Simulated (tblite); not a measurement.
C5H7F3SSi.
Structure used (GFN2-xTB), in Å, numbered top down from 1:
```
atom  x, y, z in Å
F1     0.662   -0.407   -1.868
C2     1.597   -0.189   -0.908
F3     2.376   -1.295   -0.896
C4     0.946    0.031    0.459
C5     0.013   -1.138    0.801
Si6   -1.647   -0.698   -0.013
F7    -2.841   -0.901    1.056
C8    -1.219    1.154   -0.163
C9     0.149    1.310    0.403
S10    0.766    2.718    0.915
H11    2.219    0.660   -1.228
H12    1.771    0.127    1.172
H13   -0.102   -1.194    1.884
H14    0.457   -2.077    0.478
H15   -2.052   -1.389   -1.217
H16   -1.911    1.838    0.328
H17   -1.189    1.462   -1.211
```

Level: GFN2-xTB in tblite, geometry and Hessian alike; calculated harmonic values, unscaled, isolated species. This tight-binding method is rough: wavenumbers can miss measured ones by several per cent, in bad cases by 10 to 20. Modes of hydrogen on silicon can be 10 to 20 % off. One conformer, not necessarily the lowest.

Harmonic wavenumbers (cm⁻¹): 32.7, 66.4, 73.2, 134.7, 162.5, 190.4, 241.5, 269.1, 324.6, 362.6, 427.3, 496.0, 522.3, 563.2, 629.0, 666.9, 707.1, 730.2, 768.8, 785.3, 832.9, 854.2, 899.0, 1009.2, 1035.7, 1059.6, 1078.8, 1129.0, 1139.5, 1175.7, 1196.7, 1239.9, 1263.7, 1276.7, 1282.6, 1318.0, 1412.2, 1464.3, 2417.4, 2901.3, 2953.7, 2955.6, 2992.7, 3000.7, 3024.7.

A = 1060, B = 881.9, C = 576.1 MHz; mass 183.999 u (most abundant isotopes); point group C1, symmetry number 1.

Zero-point energy?

½Σν̃ = 24534 cm⁻¹ = 293.49 kJ/mol.

What is S at 350 K and 1 bar for an ideal gas of classical rigid rotors and harmonic oscillators?

Translation 177.23, rotation 130.74, vibration 161.95: S = 469.9 J/(mol K).

And Cp and H(350 K) − H(0)?

Cp = 192.96 J/(mol K), of which vibrations give 159.70 (their classical limit is 45 R = 374.2); H(350 K) − H(0) = 40.48 kJ/mol without the zero-point energy, 28.84 from vibrations.

Which modes carry the vibrational entropy at 350 K?

32.7 cm⁻¹: 25.01; 66.4 cm⁻¹: 19.14; 73.2 cm⁻¹: 18.33; 134.7 cm⁻¹: 13.33; 162.5 cm⁻¹: 11.82; 190.4 cm⁻¹: 10.56 J/(mol K); the other 39 give 63.76 together.

What must be added to the electronic energy to get the Gibbs energy at 350 K and 1 bar?

ZPE + [H(350 K) − H(0)] − T·S = 293.49 + 40.48 − 164.47 = 169.50 kJ/mol.

Blend soft modes into free rotors: weight 1/[1 + (100 cm⁻¹/ν̃)⁴] for the oscillator and the rest for a rotor with moment μB/(μ + B), μ = h/(8π²ν), B = 10⁻⁴⁴ kg m². What vibrational entropy results?

146.22 J/(mol K) in place of 161.95, which changes −T·S at 350 K by +5.51 kJ/mol.

How do the functions run with temperature in this model?

```
 T (K)  S (J/(mol K))  Cp (J/(mol K))  H − H(0) (kJ/mol)  G − H(0) (kJ/mol)  ln q(vib)
   150          348.3           105.4              10.55             -41.70       3.79
   250          412.5           149.9              23.30             -79.82       6.71
298.15          440.7           171.3              31.03            -100.37       8.09
   400          496.9           212.0              50.62            -148.16      10.98
   600          594.6           269.0              99.18            -257.59      16.44
   900          714.0           318.1             188.01            -454.60      23.93
```

q(vib) and H(0) count from the zero-point level.

Hindered rotation and anharmonicity are outside this model. Other conformers, if any are populated, would add a mixing term that is left out. The structure is chiral; the term R ln 2 for an equal mix with its mirror image is left out.

On one thread of an Arm Neoverse N1, on a shared host, this took 1.4 s wall. The figure is for the frequency step alone.
